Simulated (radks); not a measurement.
Spherical quantum dot in the effective-mass picture: electrons in a hard-walled sphere of radius 8.7, with a point charge +2 (a donor) at the centre, all in effective atomic units (hartree* = m*/eps^2 hartree, bohr* = eps/m* bohr), one dielectric constant everywhere. Calculated with a radial shooting solver with Libxc functionals: non-relativistic Kohn-Sham, PBE, spin-polarised, spherical densities. Levels are named by radial order and angular momentum (1s, 1p, 1d, 2s, ...), and open shells are averaged over m.

N = 40, configuration 1s2 1p6 1d10 2s2 1f14 1g(up 6, down 0). This is the lowest configuration that the search found. Occupied and some empty levels:

| level | occupation | eigenvalue (hartree*) | <r> (bohr*) |
|---|---|---|---|
| 1s down | 1 | 4.9952 | 0.9526 |
| 1s up | 1 | 4.9952 | 0.9541 |
| 2s up | 1 | 5.1442 | 6.835 |
| 2s down | 1 | 5.1641 | 6.817 |
| 1p up | 3 | 5.1666 | 6.865 |
| 1p down | 3 | 5.1866 | 6.848 |
| 1d up | 5 | 5.2113 | 6.911 |
| 1d down | 5 | 5.2316 | 6.897 |
| 1f up | 7 | 5.2769 | 6.963 |
| 1f down | 7 | 5.2975 | 6.951 |
| 1g up | 6 | 5.3625 | 7.017 |
| 1g down | 0 | 5.3835 | 7.007 |
| 1h up | 0 | 5.4674 | 7.070 |
| 1h down | 0 | 5.4887 | 7.062 |
| 3s up | 0 | 5.6088 | 4.520 |
| 3s down | 0 | 5.6168 | 4.493 |
| 2p up | 0 | 5.6471 | 4.482 |
| 2p down | 0 | 5.6547 | 4.446 |
| 2d up | 0 | 5.7696 | 5.093 |
| 2d down | 0 | 5.7794 | 5.075 |

Energy (hartree*): total 101.373, kinetic 18.324, external -17.879, Hartree 111.51, exchange-correlation -10.582.
